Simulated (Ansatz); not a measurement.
`C[S][SnH2][CH3]` + H₂ → `C[S][SnH3]` + CH₄ at 600 K and 1 bar (hydrogenolysis of the Sn–C bond).

Gas-phase electronic energies from Ansatz, PBE0-D4/def2-TZVP geometries. CCSD(T)/CBS is the MP2 limit (def2-TZVPP, def2-QZVPP) plus CCSD(T) − MP2 in def2-TZVPP, frozen cores. This one scheme is used for every species. Elements past krypton have def2 core potentials. For Sn outer-core shells are correlated without core-valence functions, which leaves a few kJ/mol of doubt a bond. One conformer a species, not always the lowest.

| species | CCSD(T)/CBS energy (Eh) | H − E (kJ/mol) | S (J/(mol·K)) |
| --- | --- | --- | --- |
| `C[S][SnH2][CH3]` | -692.73453 | 301.7 | 487.4 |
| H₂ | -1.17544 | 43.9 | 150.8 |
| `C[S][SnH3]` | -653.46026 | 209.0 | 418.8 |
| CH₄ | -40.46206 | 140.4 | 215.7 |

H − E and S are ideal-gas, rigid-rotor, harmonic terms from PBE0-D4/def2-TZVP, for one conformer and one mirror image of each species. The MP2-based limit puts H₂ 0.8 mEh under its directly extrapolated value; such offsets cancel only in part. 1 Eh = 2625.50 kJ/mol, R = 8.31446 J/(mol·K).

Problem. By hand: ΔE, ΔH, ΔS and ΔG.

Solution. ΔE = (-653.46026) + (-40.46206) − (-692.73453) − (-1.17544) = -0.01235 Eh = -32.4 kJ/mol. Δ(H − E) = 209.0 + 140.4 − 301.7 − 43.9 = 3.8, so ΔH = -28.6 kJ/mol. ΔS = 418.8 + 215.7 − 487.4 − 150.8 = -3.7 J/(mol·K). ΔG = -28.6 − 600 × (-3.7)/1000 = -26.4 kJ/mol.

Problem. By hand: the equilibrium constant, and the temperature at which ΔG would vanish if ΔH and ΔS stayed fixed.

Solution. log₁₀ K = −ΔG/(RT ln 10) = 2.3. ΔG = 0 at ΔH/ΔS = 7730 K, far beyond where these terms or the molecules hold.

The number of gas molecules stays the same, so ΔS is small and ΔH decides. A doubt of 5 kJ/mol in ΔE shifts log₁₀ K by 0.4 here. Other conformers and mirror images would add mixing entropy, several J/(mol·K) or more a flexible species. Modes under 60 cm⁻¹, often nearly free rotors, make the harmonic entropy too high. These are equilibria of isolated gas molecules and say nothing of rates. Largest T1 diagnostic: 0.012 (customary marks: 0.02 for closed shells, 0.045 for open ones).
